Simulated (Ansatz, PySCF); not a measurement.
Gas-phase reaction in SMILES: CCCl + 2 [H][H] (H2) → 2 C (CH4) + Cl (HCl)
Structures are relaxed separately at B3LYP-D3(BJ)/def2-TZVP in Ansatz (a quantum-chemistry and plane-wave program).

Property: energy of full hydrogenation (electronic energy difference), in kJ/mol. Valence correlation only, unless marked. Spin-orbit coupling is left out. No relativistic terms. Basis-set limits of correlation are two-point, X^-3; Hartree-Fock from the larger set. The bracket is a focal-point correction in the basis named.

RI-MP2/CBS(aug-cc-pV(T+d)Z,aug-cc-pV(Q+d)Z)+[CCSD(T)-MP2]/aug-cc-pV(T+d)Z (Ansatz) gives -151.3 kJ/mol.

Problem. Another calculation gave -141.8 kJ/mol. Which level was it?
A. BHLYP/def2-TZVPD (Ansatz)
B. M06-L/def2-TZVPD (PySCF)
C. B2GP-PLYP/def2-TZVPD (Ansatz)
D. TPSS/def2-TZVPD (PySCF)

Solution. D, TPSS/def2-TZVPD (PySCF). The others give -154.0 (B2GP-PLYP), -168.3 (BHLYP), -178.9 (M06-L) kJ/mol.
